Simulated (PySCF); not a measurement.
PySCF job for C3H5BN2O, SMILES NB1C=CN=CO1, TPSSh-D3(BJ)/def2-SVP. Geometry: TPSSh-D3(BJ)/def2-SVP. This is a generated structure with no PubChem entry under its InChIKey; it may be hypothetical. The values are those of a single conformer.

```python
import numpy as np
from pyscf import gto, scf, dft, df
from pyscf.hessian import thermo

mol = gto.M(
    atom='''
    N     0.00914777    2.37482288    0.00000000
    B     0.08561100    0.97101477    0.00000000
    C     1.33397100    0.07846976    0.00000000
    C     1.11251332   -1.26652239    0.00000000
    N    -0.14934682   -1.84985880    0.00000000
    C    -1.16755070   -1.06570440    0.00000000
    O    -1.14897106    0.27137723    0.00000000
    H    -0.87219893    2.87562628    0.00000000
    H     0.82767208    2.96985980    0.00000000
    H     2.36676051    0.43964870    0.00000000
    H     1.93430762   -1.99179782    0.00000000
    H    -2.18503610   -1.47163515    0.00000000
    ''',
    basis='def2-SVP',
    charge=0,
    spin=0,
    max_memory=1600,
    verbose=3,
)
mf = dft.RKS(mol, xc='tpssh').density_fit(auxbasis='def2-universal-jkfit')
mf.disp = 'd3bj'
mf.grids.level = 4
mf.conv_tol = 1e-11
mf.max_cycle = 100
mf.kernel()

# [left out here: the lines that compute and print the analytic Hessian (its translational invariance restored by hand, since the grid's response is missing), thermochemistry and intensities]
```

Log of the run:

```
converged SCF energy = -326.781263077619

WARN: MGGA Hessian is sensitive to dft grids. grids.level 4 may not be dense enough.


WARN: DFTD3 does not support analytical Hessian, using finite difference


WARN: Mole.unit (angstrom) is changed to Bohr

Mode                                 0                   1                   2
Irrep
Freq [cm^-1]                      149.0744            296.8843            305.3422
Reduced mass [au]                   5.7292              2.9232              2.6257
Force const [Dyne/A]                0.0750              0.1518              0.1442
Char temp [K]                     214.4848            427.1505            439.3195
Normal mode                   x     y     z       x     y     z       x     y     z
       0   N                -0.00 -0.00  0.12    0.00 -0.00 -0.00    0.13 -0.00  0.00
       1   B                 0.00 -0.00 -0.06   -0.00 -0.00 -0.05   -0.10 -0.01  0.00
       2   C                 0.00 -0.00 -0.12   -0.00  0.00 -0.11   -0.06  0.05  0.00
       3   C                 0.00 -0.00  0.02    0.00  0.00  0.13    0.02  0.05 -0.00
       4   N                -0.00  0.00  0.12    0.00  0.00 -0.04    0.04  0.00  0.00
       5   C                 0.00  0.00  0.01   -0.00 -0.00 -0.09    0.00 -0.05  0.00
       6   O                 0.00  0.00 -0.13   -0.00 -0.00  0.11   -0.09 -0.03 -0.00
       7   H                -0.00 -0.00  0.19    0.00  0.00  0.21    0.28  0.25 -0.00
       8   H                -0.00  0.00  0.18    0.00 -0.00 -0.04    0.30 -0.23  0.00
       9   H                 0.00 -0.00 -0.19   -0.00  0.00 -0.10   -0.09  0.13  0.00
      10   H                -0.00 -0.00  0.07    0.00  0.00  0.38    0.05  0.08 -0.00
      11   H                 0.00  0.00  0.01    0.00 -0.00 -0.29    0.02 -0.11  0.00
Mode                                 3                   4                   5
Irrep
Freq [cm^-1]                      385.1527            475.6561            482.9611
Reduced mass [au]                   1.2211              7.5270              1.9398
Force const [Dyne/A]                0.1067              1.0034              0.2666
Char temp [K]                     554.1489            684.3632            694.8735
Normal mode                   x     y     z       x     y     z       x     y     z
       0   N                 0.00 -0.00  0.11   -0.01 -0.14 -0.00   -0.00 -0.00 -0.04
       1   B                -0.00 -0.00  0.00   -0.00 -0.10 -0.00    0.00 -0.00  0.14
       2   C                -0.00  0.00 -0.02    0.07 -0.01  0.00    0.00  0.00 -0.03
       3   C                 0.00  0.00  0.01    0.06  0.01  0.00    0.00  0.00 -0.03
       4   N                 0.00  0.00  0.00    0.01  0.12 -0.00    0.00  0.00  0.10
       5   C                 0.00  0.00 -0.02   -0.02  0.06  0.00   -0.00  0.00 -0.10
       6   O                -0.00  0.00  0.00   -0.09  0.05 -0.00   -0.00  0.00  0.03
       7   H                 0.00  0.00 -0.57   -0.04 -0.20  0.00   -0.00 -0.00 -0.32
       8   H                 0.00 -0.00 -0.69   -0.04 -0.10 -0.00   -0.00 -0.00  0.25
       9   H                -0.00  0.00 -0.04    0.04  0.08  0.00    0.00  0.00 -0.33
      10   H                 0.00  0.00  0.03    0.01 -0.05  0.00    0.00 -0.00 -0.25
      11   H                 0.00 -0.00 -0.05   -0.00 -0.00  0.00   -0.00 -0.00 -0.37
Mode                                 6                   7                   8
Irrep
Freq [cm^-1]                      542.6661            608.1746            705.0697
Reduced mass [au]                   1.2134              7.7677              5.2938
Force const [Dyne/A]                0.2105              1.6928              1.5506
Char temp [K]                     780.7757            875.0278           1014.4383
Normal mode                   x     y     z       x     y     z       x     y     z
       0   N                -0.00 -0.00 -0.03    0.02 -0.06  0.00   -0.00 -0.00  0.03
       1   B                 0.00 -0.00  0.09    0.05 -0.03 -0.00   -0.00  0.00 -0.20
       2   C                 0.00  0.00  0.03    0.07  0.11 -0.00   -0.00  0.00  0.10
       3   C                -0.00  0.00 -0.03   -0.09  0.13  0.00   -0.00  0.00 -0.07
       4   N                -0.00  0.00  0.05   -0.05  0.01 -0.00   -0.00 -0.00  0.09
       5   C                -0.00  0.00 -0.04   -0.08 -0.04  0.00    0.00  0.00 -0.07
       6   O                -0.00 -0.00 -0.03    0.08 -0.08 -0.00    0.00 -0.00  0.08
       7   H                -0.00 -0.00  0.65    0.03 -0.05 -0.00    0.00  0.00  0.04
       8   H                -0.00 -0.00 -0.59    0.03 -0.08 -0.00    0.00 -0.00  0.00
       9   H                 0.00  0.00 -0.04    0.09  0.03  0.00   -0.00  0.00  0.07
      10   H                -0.00  0.00 -0.13   -0.10  0.12  0.00    0.00  0.00 -0.24
      11   H                -0.00 -0.00 -0.14   -0.10  0.00  0.00   -0.00  0.00 -0.22
Mode                                 9                  10                  11
Irrep
[...]
Freq [cm^-1]                     1277.3535           1361.8496           1415.7897
Reduced mass [au]                   2.6169              2.4858              1.2601
Force const [Dyne/A]                2.5157              2.7163              1.4881
Char temp [K]                    1837.8273           1959.3983           2037.0061
Normal mode                   x     y     z       x     y     z       x     y     z
       0   N                 0.01  0.01  0.00    0.01 -0.07 -0.00   -0.01  0.01  0.00
       1   B                 0.02 -0.01 -0.00    0.02  0.19  0.00    0.05 -0.02  0.00
       2   C                -0.01  0.00 -0.00   -0.03  0.08 -0.00   -0.02  0.01  0.00
       3   C                 0.07 -0.00  0.00    0.06 -0.04  0.00   -0.01  0.01 -0.00
       4   N                -0.06 -0.01  0.00   -0.02 -0.00 -0.00    0.09 -0.00  0.00
       5   C                 0.01  0.14  0.00   -0.01  0.02  0.00   -0.01 -0.05 -0.00
       6   O                -0.05 -0.13 -0.00   -0.02 -0.04 -0.00   -0.04 -0.01 -0.00
       7   H                 0.00  0.00 -0.00   -0.08 -0.24  0.00    0.02  0.05  0.00
       8   H                -0.01  0.05 -0.00    0.12 -0.24  0.00   -0.00  0.00  0.00
       9   H                 0.06 -0.19 -0.00    0.07 -0.19  0.00   -0.02 -0.03  0.00
      10   H                 0.35  0.31  0.00   -0.20 -0.35 -0.00   -0.19 -0.19 -0.00
      11   H                -0.04  0.27 -0.00    0.02 -0.06 -0.00   -0.34  0.77  0.00
Mode                                21                  22                  23
Irrep
Freq [cm^-1]                     1468.6941           1576.9815           1608.7384
Reduced mass [au]                   2.0003              4.1052              1.7657
Force const [Dyne/A]                2.5421              6.0151              2.6924
Char temp [K]                    2113.1238           2268.9252           2314.6164
Normal mode                   x     y     z       x     y     z       x     y     z
       0   N                 0.01 -0.02 -0.00    0.01 -0.04 -0.00    0.00 -0.11 -0.00
       1   B                -0.06  0.13  0.00   -0.03 -0.01  0.00    0.00  0.11  0.00
       2   C                 0.08 -0.07 -0.00    0.02  0.14 -0.00    0.01 -0.05  0.00
       3   C                -0.09 -0.05 -0.00   -0.07 -0.16  0.00    0.02  0.03 -0.00
       4   N                 0.03  0.03  0.00    0.09 -0.01 -0.00   -0.05  0.02 -0.00
       5   C                 0.01 -0.03 -0.00   -0.08  0.04 -0.00    0.05 -0.05  0.00
       6   O                 0.00 -0.01 -0.00    0.02  0.01  0.00   -0.01 -0.01 -0.00
       7   H                -0.11 -0.25  0.00    0.13  0.18  0.00    0.30  0.42  0.00
       8   H                 0.12 -0.20  0.00   -0.17  0.21  0.00   -0.34  0.37  0.00
       9   H                -0.04  0.31 -0.00    0.10 -0.05  0.00   -0.03  0.06  0.00
      10   H                 0.26  0.34  0.00    0.16  0.07 -0.00   -0.01  0.02  0.00
      11   H                -0.08  0.19  0.00   -0.04 -0.07 -0.00    0.01  0.06  0.00
Mode                                24                  25                  26
Irrep
Freq [cm^-1]                     1673.3145           3149.5807           3177.8939
Reduced mass [au]                   6.9587              1.0884              1.0954
Force const [Dyne/A]               11.4798              6.3613              6.5180
Char temp [K]                    2407.5271           4531.5454           4572.2818
Normal mode                   x     y     z       x     y     z       x     y     z
       0   N                -0.01  0.02  0.00    0.00 -0.00  0.00    0.00 -0.00 -0.00
       1   B                 0.04 -0.05 -0.00   -0.00  0.00 -0.00   -0.00  0.00  0.00
       2   C                -0.01  0.11 -0.00    0.03  0.01 -0.00    0.07  0.03 -0.00
       3   C                -0.01 -0.09  0.00   -0.06  0.05 -0.00    0.02 -0.02  0.00
       4   N                -0.11  0.08 -0.00   -0.00 -0.00  0.00   -0.00  0.00 -0.00
       5   C                 0.13 -0.12 -0.00   -0.00 -0.00  0.00    0.02  0.01  0.00
       6   O                -0.02  0.02  0.00   -0.00  0.00 -0.00   -0.00 -0.00  0.00
       7   H                -0.03 -0.02 -0.00   -0.00  0.00 -0.00   -0.00 -0.00  0.00
       8   H                 0.05 -0.05 -0.00    0.00 -0.00 -0.00   -0.00 -0.00  0.00
       9   H                 0.05 -0.05 -0.00   -0.32 -0.11  0.00   -0.81 -0.28  0.00
      10   H                 0.16  0.09  0.00    0.67 -0.59 -0.00   -0.23  0.20  0.00
      11   H                 0.03  0.15  0.00    0.05  0.02 -0.00   -0.27 -0.11  0.00
Mode                                27                  28                  29
Irrep
Freq [cm^-1]                     3182.5760           3594.5058           3702.1370
Reduced mass [au]                   1.0941              1.0510              1.0983
Force const [Dyne/A]                6.5293              8.0007              8.8688
Char temp [K]                    4579.0183           5171.6936           5326.5508
Normal mode                   x     y     z       x     y     z       x     y     z
       0   N                 0.00  0.00 -0.00    0.01 -0.05 -0.00   -0.08 -0.01 -0.00
       1   B                -0.00 -0.00  0.00    0.00  0.00  0.00   -0.00  0.00  0.00
       2   C                -0.02 -0.01  0.00   -0.00  0.00  0.00    0.00  0.00  0.00
       3   C                -0.01  0.01 -0.00   -0.00 -0.00 -0.00   -0.00 -0.00 -0.00
       4   N                -0.00  0.00 -0.00    0.00  0.00 -0.00    0.00 -0.00 -0.00
       5   C                 0.08  0.03  0.00   -0.00 -0.00  0.00   -0.00  0.00  0.00
       6   O                 0.00  0.00 -0.00    0.00  0.00  0.00    0.00  0.00  0.00
       7   H                -0.00  0.00  0.00   -0.66  0.37  0.00    0.51 -0.30 -0.00
       8   H                 0.00  0.00  0.00    0.50  0.35  0.00    0.60  0.44  0.00
       9   H                 0.24  0.08 -0.00    0.00 -0.00  0.00   -0.00 -0.00  0.00
      10   H                 0.11 -0.10 -0.00   -0.00  0.00 -0.00    0.00  0.00 -0.00
      11   H                -0.84 -0.34  0.00    0.00  0.00 -0.00   -0.00 -0.00 -0.00
temperature 298.1500 [K]
pressure 101325.00 [Pa]
Rotational constants [GHz] 5.62957 2.59380 1.77567
Symmetry number 1
Zero-point energy (ZPE) 0.09089 [Eh]   238644.093 [J/mol]
                           tot       elec      trans        rot        vib
Entropy [J/mol/K]       321.953      0.000    165.657    112.629     43.667
Cv [J/mol/K]             95.459      0.000     12.472     12.472     70.516
Cp [J/mol/K]            103.773      0.000     20.786     12.472     70.516
Internal energy [J/mol]                      3718.434   3718.434 247071.575
Internal energy [Eh]   -326.68433  -326.78126
Enthalpy [J/mol]                             6197.391   3718.434 247071.575
Enthalpy [Eh]          -326.68338
Gibbs free energy [J/mol]                  -43193.375 -29861.904 234052.407
Gibbs free energy [Eh] -326.71994
mode   freq/cm-1   IR/(km/mol)
   1      149.07         0.290
   2      296.88         2.079
   3      305.34         2.863
   4      385.15       184.475
   5      475.66         4.679
   6      482.96         7.045
   7      542.67         0.743
   8      608.17         7.218
   9      705.07        37.538
  10      770.01         1.015
  11      826.94        13.630
  12      838.59         0.472
  13      928.86        18.080
  14      957.25         0.044
  15     1016.37         2.326
  16     1023.69         0.217
  17     1179.04        16.135
  18     1217.02        19.591
  19     1277.35       133.497
  20     1361.85       109.310
  21     1415.79         4.136
  22     1468.69        75.472
  23     1576.98        66.776
  24     1608.74       265.820
  25     1673.31       290.837
  26     3149.58        23.353
  27     3177.89        31.306
  28     3182.58         7.968
  29     3594.51        54.944
  30     3702.14        33.555
max |gradient| / (hartree/bohr): 7.314115215018073e-06
APT charges: [-0.7436  0.9383 -0.3833  0.4235 -0.659   0.672  -0.6936  0.2008  0.2004
  0.019   0.0091  0.0164]
```

The run converged.

Cost: roughly 11 core-minutes.
